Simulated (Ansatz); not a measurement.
Q: Name a neutral molecule of B, C, F, Sn and H with HOMO energy (PBE0/def2-TZVPP) between -8.25 and -7.95 eV and LUMO energy (PBE/def2-TZVPP) between -3.40 and -3.10 eV (Ansatz, PBE0-D4/def2-TZVP geometry).

A: `FC[BH][SnH3]` (-7.97 eV, -3.21 eV). Other molecules can fit too; these were computed, each in one conformer that needn't be the lowest.
